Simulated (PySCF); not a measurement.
This PySCF input asks for the NMR shieldings of `N[C@@H]1[C@@H]([N@@H+](C)[BH2-]C(Cl)Cl)C1`, C5H13BCl2N2; the geometry comes from GFN2-xTB.

```python
import basis_set_exchange as bse
import numpy as np
from pyscf import gto, dft
from pyscf.prop import nmr

atoms = """
C     0.824626   -1.862785   -1.163095
N     0.577684   -0.735804   -0.260303
B     1.843995    0.283854   -0.206828
C     1.643033    1.180562    1.152012
Cl    1.267071    0.152197    2.584147
Cl    3.105185    2.116908    1.530561
C    -0.678544   -0.092154   -0.593250
C    -1.978745   -0.776252   -0.279434
C    -1.576404    0.461558    0.473730
N    -2.269042    1.674365    0.154811
H     0.980843   -1.478126   -2.168947
H     1.723003   -2.389064   -0.852227
H    -0.020510   -2.552596   -1.170164
H     0.514063   -1.083912    0.700013
H     2.819474   -0.384613   -0.128278
H     1.806715    0.982012   -1.163758
H     0.832078    1.910240    1.118656
H    -0.622128    0.467581   -1.517271
H    -2.777490   -0.688397   -0.997644
H    -1.955018   -1.716588    0.250489
H    -1.256282    0.311391    1.506351
H    -1.689024    2.485381    0.340126
H    -3.119336    1.761227    0.700381
"""
names = dict.fromkeys(["C", "N", "B", "Cl", "H"], "pcSseg-1")
basis = {el: gto.basis.parse(bse.get_basis(n, elements=[el], fmt="nwchem")) for el, n in names.items()}
mol = gto.M(atom=atoms, basis=basis, charge=0, verbose=0)
mf = dft.RKS(mol, xc="PBE0")
mf.grids.level = 2
mf.grids.alignment = dft.numint.BLKSIZE   # the property module wants whole blocks of grid points
mf.conv_tol = 1e-9
mf.kernel()

calc = nmr.RKS(mf)   # GIAO
C = mf.mo_coeff
Co = C[:, mf.mo_occ > 0]
resp = mf.gen_response(singlet=True, hermi=2)
def vind(x):   # induced exchange potential for any number of trial vectors
    d = np.einsum("pi,xij,qj->xpq", C, 2 * x.reshape(-1, C.shape[1], Co.shape[1]), Co, optimize=True)
    return np.einsum("xpq,pi,qj->xij", resp(d - d.transpose(0, 2, 1)), C, Co, optimize=True).ravel()
mo1, _ = nmr.rhf.solve_mo1(calc, with_cphf=vind)
sigma = calc.kernel(mo1)
for i, s in enumerate(sigma):   # ppm
    print("%2d %-2s %9.2f" % (i, mol.atom_pure_symbol(i), np.trace(s) / 3))
```

Task: What does it print?

Result: 
```
 0 C     144.91
 1 N     200.39
 2 B     113.56
 3 C      99.84
 4 Cl    742.87
 5 Cl    733.47
 6 C     139.49
 7 C     170.62
 8 C     152.37
 9 N     224.77
10 H      29.01
11 H      28.99
12 H      29.29
13 H      28.83
14 H      29.78
15 H      29.56
16 H      25.97
17 H      29.67
18 H      30.98
19 H      31.39
20 H      28.32
21 H      30.44
22 H      30.54
```

These numbers come from an equivalent density-fitted implementation of the same equations, which agrees with the script to about 0.01 ppm for H and up to a few tenths of a ppm for heavy atoms, so last digits may differ.

Size and cost of the density-fitted run: 249 basis functions, 2.1 min wall time on 1 thread of an Arm Neoverse V1, shared host; peak memory 1.2 GiB.
